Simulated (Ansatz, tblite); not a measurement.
Removing and adding an electron: the cluster Sn₃F₅ (the lowest doublet isomer of a short search). The state is a doublet with charge 0. Geometry: r2SCAN-D4/def2-SVP. Ansatz, gas phase; energy differences of separate SCF runs; the oxidised species is a singlet (the triplet lies 2.69 eV higher at PBE0-D4/def2-TZVP); the reduced species is a singlet (the triplet lies 1.29 eV higher at PBE0-D4/def2-TZVP).

Cartesian coordinates in Å:
```
Sn 1.711 -0.956 0.259
Sn -0.238 1.582 -0.939
Sn -1.227 -0.745 1.360
F -0.892 1.454 1.101
F -0.084 -2.234 0.202
F 0.790 -0.275 -1.534
F 1.567 1.278 0.180
F -1.627 -0.102 -0.629
```

In the def2 sets Sn takes a core potential; there is no spin–orbit coupling. The xTB rows come from tblite. Correlated methods freeze 17 core orbitals; core or outer-core shells of Sn are correlated, in sets that lack core-valence functions. The structure comes from a short search, and lower isomers may exist.

| level | −HOMO (eV) | vertical IE (eV) | −LUMO (eV) | vertical EA (eV) | HOMO–LUMO gap (eV) | IE − EA (eV) | remarks |
| --- | --- | --- | --- | --- | --- | --- | --- |
| GFN1-xTB | – | 10.69 | – | 5.32 | – | 5.37 | – |
| GFN2-xTB | – | 11.08 | – | 5.42 | – | 5.66 | – |
| PBE-D4/def2-TZVP | 4.40 | 6.91 | 3.55 | 1.34 | 0.85 | 5.57 | HOMO above zero (-1 singlet) |

Estimate the rows for PBE0-D4/def2-TZVP, B2PLYP/def2-TZVP.


| level | −HOMO (eV) | vertical IE (eV) | −LUMO (eV) | vertical EA (eV) | HOMO–LUMO gap (eV) | IE − EA (eV) | remarks |
| --- | --- | --- | --- | --- | --- | --- | --- |
| PBE0-D4/def2-TZVP | 5.33 | 7.09 | 2.86 | 1.35 | 2.46 | 5.75 | HOMO above zero (-1 singlet) |
| B2PLYP/def2-TZVP | – | 6.89 | – | 1.31 | – | 5.57 | – |

Relaxing the oxidised species (r2SCAN-D4/def2-SVP) changes its energy by -1.85 eV at PBE-D4/def2-TZVP, so the adiabatic ionisation energy to this nearest minimum is 5.05 eV. At PBE0-D4/def2-TZVP it is 4.95 eV.     A HOMO above zero means that the electron is unbound at that level or that self-interaction error raises the level; the energy of removing that electron tells which. HOMO and LUMO are the levels of the spin that leaves or enters (xTB has no such levels and no spin-polarisation term). Other spin states of the ions may lie lower, which would lower the ionisation energy or raise the affinity. Raw xTB energy differences between charge states are shifted by several eV; the methods need an empirical correction for them. Sets without diffuse functions give affinities that are too small.
